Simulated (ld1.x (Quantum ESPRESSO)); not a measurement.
# Reading a pseudo-wave (Os)

Columns: radius, all-electron u(r) and pseudo u(r) of the 5d shell (level -15.29 eV) of osmium in the configuration [Kr] 4d10 4f14 5s2 5p6 5d6 6s1 6p0; PBE, non-relativistic, TM scheme, ld1.x (Quantum ESPRESSO) 7.5.

```
r (bohr)  all-electron  pseudo
   0.108        0.2582  0.0024
   0.215       -0.0376  0.0181
   0.322       -0.3533  0.0575
   0.430       -0.3543  0.1264
   0.538       -0.1548  0.2233
   0.645        0.1006  0.3392
   0.752        0.3384  0.4631
   0.860        0.5313  0.5828
   0.968        0.6714  0.6851
   1.075        0.7625  0.7616
   1.182        0.8145  0.8105
   1.290        0.8359  0.8331
   1.398        0.8344  0.8332
   1.505        0.8168  0.8165
   1.612        0.7883  0.7883
   1.720        0.7524  0.7524
   1.828        0.7122  0.7122
   1.935        0.6702  0.6702
   2.042        0.6276  0.6276
   2.150        0.5850  0.5850
   2.258        0.5434  0.5434
   2.365        0.5038  0.5038
   2.472        0.4660  0.4660
   2.580        0.4300  0.4300
   2.688        0.3960  0.3960
   2.795        0.3644  0.3644
```

Question: How many radial nodes do the two functions have?

Answer: The all-electron 5d function has n − l − 1 = 2; the pseudo-wave has 0, since the states of the same l below it are removed with the core.

Question: At about which radius was the pseudo-wave matched?

Answer: 1.80 bohr. The columns agree to 0.0005 from 1.50 bohr on; several derivatives are matched, so the curves merge somewhat inside the radius.

Question: Where does each function peak?

Answer: Outermost all-electron maximum near 1.29 bohr, pseudo maximum near 1.40 bohr (to the table’s step).

Question: Is the pseudo-wave norm-conserving?

Answer: Yes: the TM scheme keeps the norm inside the radius equal to the all-electron one, which fixes the energy derivative of the logarithmic derivative at the level.
